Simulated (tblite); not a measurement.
Species: C4H5Cl2NSi.
Bonds: C1–N2 (double), N2–Si3, Si3–Cl4, Si3–Cl5, Si3–C6, C6–C7 (triple), C7–C8. Hydrogens: H9, H10 on C1; H11, H12, H13 on C8.

Structure optimised with GFN2-xTB, isolated species.

(1) What internal coordinates does the optimisation give?

Answers

(1) 
```csv
bond,length (pm)
C1=N2,124.8
N2–Si3,172.6
Si3–Cl4,203.9
Si3–Cl5,201.7
Si3–C6,183.8
C6≡C7,120.5
C7–C8,144.2
C1–H9,108.6
C1–H10,109.4
"C8–H11, C8–H12, C8–H13",108.9
```

Bonds in one row agree within 1 pm and their mean is given. A selection of angles:
```csv
angle,degrees
C1–N2–Si3,133.9
N2–Si3–Cl4,114.9
N2–Si3–Cl5,105.3
N2–Si3–C6,106.2
Cl4–Si3–Cl5,109.8
Cl4–Si3–C6,109.4
Cl5–Si3–C6,111.2
Si3–C6–C7,177.7
C6–C7–C8,179.5
```

Dihedral angles: C1–N2–Si3–Cl4 -1° (synperiplanar). The mirror-image conformer, all signs reversed, is as good.

Si3 (chlorine-bound silicon) is distorted tetrahedral (angles from 105.3° to 114.9°). The 2 Cl–Si bonds span 2.017 Å (Si3–Cl5, drawn single) to 2.039 Å (Si3–Cl4, drawn single), a spread of 0.022 Å. N2 (C=N nitrogen) is bent (angle 133.9°). The 2 C–C bonds span 1.205 Å (C6≡C7, drawn triple) to 1.442 Å (C7–C8, drawn single), a spread of 0.237 Å.

Point group: C1 (no symmetry element, even within 0.4 Å). GFN2-xTB frequencies show an imaginary mode (24i cm⁻¹), so the point is no minimum at that level.

Hardware: one thread of an Arm Neoverse N1 (shared host). Cost: 1.4 s wall. These figures are those of the optimisation.

The numbers are calculated, not measured.
